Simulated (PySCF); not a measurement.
**r²SCAN beside CCSD(T) along the second period: bonds to O**

r²SCAN and CCSD(T) in PySCF with x2c-TZVPPall on every atom, spin-free X2C, for the lowest determinant that a PBE0 search found; no spin–orbit coupling.

```tsv
molecule	state (unpaired electrons)	r²SCAN Re (Å)	r²SCAN ωe (cm⁻¹)	r²SCAN De (eV)	CCSD(T) Re (Å)	CCSD(T) ωe (cm⁻¹)	CCSD(T) De (eV)
LiO	doublet (π ↑)	1.697	811	3.60	1.694	822	3.34
BeO	singlet (closed shell)	1.334	1508	4.77	?	?	?
BO	doublet (σ ↑)	1.206	1895	8.71	1.213	1872	8.10
OF	doublet (π ↑)	1.351	1117	2.54	1.356	1089	2.05
```

**Question.** Estimate the CCSD(T) values of BeO by adding the mean shift from r²SCAN to CCSD(T) of the other rows, and compare with the calculation.

**Answer.** The mean shifts are +0.3 pm, -13 cm⁻¹ and -0.45 eV, which give 1.337 Å, 1495 cm⁻¹ and 4.32 eV. CCSD(T)/x2c-TZVPPall gives Re = 1.346 Å, ωe = 1433 cm⁻¹, De = 4.04 eV.

**Question.** What are the mean differences of r²SCAN from CCSD(T) over the whole series?

**Answer.** Re -0.5 pm, ωe +29 cm⁻¹, De +0.52 eV.

In a basis of this size CCSD(T) is itself not converged; it tends to give bonds that are too long and too weak.

Correlated steps freeze the inner cores (1 to 2 orbitals); shallow outer-core shells are correlated. Where the molecule has an RHF reference, its open-shell atoms are computed with UHF. The CCSD T1 diagnostic is raised in BeO, a sign that a single reference may not be enough there. States were picked by a PBE0 search and need not be the measured ground states.
